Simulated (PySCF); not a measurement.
Species: C₇H₁₀NOP.
Bonds: C1–C2, C2–N3, N3–C4 (aromatic), C4–P5 (aromatic), P5–C6 (aromatic), C6–C7, C7–C8, C7–O9 (double), C6–C10 (aromatic), N3–C10 (aromatic). Hydrogens: H11, H12, H13 on C1; H14, H15 on C2; H16 on C4; H17, H18, H19 on C8; H20 on C10.

The same species was optimised twice, with GFN2-xTB and with PBE0-D3(BJ)/def2-SVP (PySCF), and the same property calculations (PySCF, gas phase) were run on both structures.

| coordinate | GFN2-xTB | PBE0-D3(BJ)/def2-SVP | change |
| --- | --- | --- | --- |
| C6–C7 (Å) | 1.461 | 1.480 | +0.019 |
| N3–C10 (Å) | 1.341 | 1.354 | +0.013 |
| C2–N3 (Å) | 1.443 | 1.456 | +0.013 |
| C1–C2 (Å) | 1.527 | 1.518 | -0.009 |
| N3–C4 (Å) | 1.357 | 1.366 | +0.009 |
| C4–P5 (Å) | 1.712 | 1.721 | +0.009 |
| P5–C6 (Å) | 1.776 | 1.782 | +0.006 |
| C6–C10 (Å) | 1.378 | 1.380 | +0.002 |
| C7–C8 (Å) | 1.509 | 1.508 | -0.001 |
| C7=O9 (Å) | 1.214 | 1.215 | +0.001 |
| C6–C7–C8 (°) | 115.2 | 117.6 | +2.4 |
| C7–C6–C10 (°) | 122.8 | 120.5 | -2.3 |
| P5–C6–C7 (°) | 126.4 | 128.4 | +2.0 |
| C1–C2–N3 (°) | 111.2 | 112.6 | +1.4 |
| C8–C7–O9 (°) | 122.8 | 121.6 | -1.2 |
| C6–C7–O9 (°) | 122.1 | 120.9 | -1.2 |
| C2–N3–C10 (°) | 123.7 | 123.2 | -0.5 |
| N3–C4–P5 (°) | 114.3 | 113.8 | -0.5 |
| C1–C2–N3–C4 (°) | 88 | 85 | -3 |
| P5–C6–C7–C8 (°) | 3 | 3 | 0 |

Rotational constants: A = 2184, B = 736.0, C = 581.2 MHz (GFN2-xTB) against A = 2147, B = 726.7, C = 572.6 MHz (PBE0-D3(BJ)/def2-SVP). Point groups within 0.08 Å: C1 and C1.

On the GFN2-xTB structure: HOMO (eV) -6.72 [PBE0/pcSseg-1]; LUMO (eV) -1.16 [PBE0/pcSseg-1]; dipole (D) 4.71 [PBE0/pcSseg-1]; GIAO shielding of C1 (ppm) 165.5 [PBE0/pcSseg-1]; GIAO shielding of C2 (ppm) 135.9 [PBE0/pcSseg-1]; GIAO shielding of N3 (ppm) 49.4 [PBE0/pcSseg-1]; GIAO shielding of C4 (ppm) 28.0 [PBE0/pcSseg-1]; GIAO shielding of P5 (ppm) 180.8 [PBE0/pcSseg-1]; GIAO shielding of C6 (ppm) 32.9 [PBE0/pcSseg-1]; GIAO shielding of C7 (ppm) -10.3 [PBE0/pcSseg-1]; GIAO shielding of C8 (ppm) 155.5 [PBE0/pcSseg-1].

Problem. What do these properties become on the PBE0-D3(BJ)/def2-SVP structure?

Solution. 
| property | level | on GFN2-xTB | on PBE0-D3(BJ)/def2-SVP | change |
| --- | --- | --- | --- | --- |
| HOMO (eV) | PBE0/pcSseg-1 | -6.72 | -6.68 | +0.04 |
| LUMO (eV) | PBE0/pcSseg-1 | -1.16 | -1.15 | +0.01 |
| dipole (D) | PBE0/pcSseg-1 | 4.71 | 4.48 | -0.23 |
| energy, GFN2-xTB geometry as zero (kcal/mol) | PBE0/pcSseg-1 | 0.0 | -1.0 | -1.0 |
| GIAO shielding of C1 (ppm) | PBE0/pcSseg-1 | 165.5 | 164.6 | -0.9 |
| GIAO shielding of C2 (ppm) | PBE0/pcSseg-1 | 135.9 | 134.2 | -1.7 |
| GIAO shielding of N3 (ppm) | PBE0/pcSseg-1 | 49.4 | 44.7 | -4.7 |
| GIAO shielding of C4 (ppm) | PBE0/pcSseg-1 | 28.0 | 25.0 | -3.0 |
| GIAO shielding of P5 (ppm) | PBE0/pcSseg-1 | 180.8 | 180.4 | -0.4 |
| GIAO shielding of C6 (ppm) | PBE0/pcSseg-1 | 32.9 | 31.9 | -1.0 |
| GIAO shielding of C7 (ppm) | PBE0/pcSseg-1 | -10.3 | -10.9 | -0.6 |
| GIAO shielding of C8 (ppm) | PBE0/pcSseg-1 | 155.5 | 154.4 | -1.1 |

The heavy atoms differ by 0.042 Å rms after alignment. Among bonds between heavy atoms C6–C7 changes most (+0.019 Å). Changes are differences of the printed values. Neither structure is proved a minimum here.

Conformer computed: `[CH3:1][CH2:2][n:3]1[cH:4][p:5][c:6]([C:7]([CH3:8])=[O:9])[cH:10]1`: C1–C2–N3–C4 85°, P5–C6–C7–C8 3°.
